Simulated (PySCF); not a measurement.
# Spinor energies of Pb(64+) (lead, charge +64)

Start: [Ar]. Calculated with PySCF 2.14 in an uncontracted even-tempered set (17 s from 21 bohr⁻², ratio 2.4; 15 p from 28 bohr⁻², ratio 2.4; 4 d from 100 bohr⁻², ratio 2.6; 4 f from 150 bohr⁻², ratio 2.6): generalised Hartree-Fock with the X2C-1e Hamiltonian and a Gaussian nucleus; one run each with spin-orbit coupling (SO) switched off, then screened by Boettger's factors.

```json
{"spinor shell": "1s1/2", "electrons": "2", "ε, spin-free (eV)": "-93611.4", "ε, screened SO (eV)": "-93575.4", "weight of nominal j (screened SO)": "1.000", "rms radius, screened SO (bohr)": "0.0181"}
{"spinor shell": "2s1/2", "electrons": "2", "ε, spin-free (eV)": "-20935.7", "ε, screened SO (eV)": "-20925.1", "weight of nominal j (screened SO)": "1.000", "rms radius, screened SO (bohr)": "0.0723"}
{"spinor shell": "2p1/2", "electrons": "2", "ε, spin-free (eV)": "-18697.6", "ε, screened SO (eV)": "-20309.7", "weight of nominal j (screened SO)": "1.000", "rms radius, screened SO (bohr)": "0.0610"}
{"spinor shell": "3s1/2", "electrons": "2", "ε, spin-free (eV)": "-8205.1", "ε, screened SO (eV)": "-8201.9", "weight of nominal j (screened SO)": "1.000", "rms radius, screened SO (bohr)": "0.175"}
{"spinor shell": "3p1/2", "electrons": "2", "ε, spin-free (eV)": "-7532.7", "ε, screened SO (eV)": "-7949.8", "weight of nominal j (screened SO)": "1.000", "rms radius, screened SO (bohr)": "0.166"}
{"spinor shell": "3p3/2", "electrons": "4", "ε, spin-free (eV)": "-7532.7", "ε, screened SO (eV)": "-7368.9", "weight of nominal j (screened SO)": "1.000", "rms radius, screened SO (bohr)": "0.179"}
```

**Question.** Where does 2p3/2 lie, and what is the 2p spin-orbit splitting (screened SO)?

**Answer.** At -18078.7 eV, 2231.1 eV above 2p1/2.

| quantity | spin-free | screened SO |
| --- | --- | --- |
| E (hartree) | -16309.66163 | -16346.27117 |
| M_J | 0 | 0 |
| ⟨J²⟩ | 0.000 | 0.000 |
| ⟨L²⟩ | 0.000 | 0.089 |
| ⟨S²⟩ | 0.000 | 0.089 |

Breit and QED terms are absent; they matter most for the inner s and p1/2 levels.

Densities and radii are taken from the X2C orbitals without a picture-change correction, which distorts them close to the nucleus.

Without spin-orbit coupling the j labels of p, d and f shells carry no meaning; the spin-free column gives the mean over the occupied spinors of each nl shell.
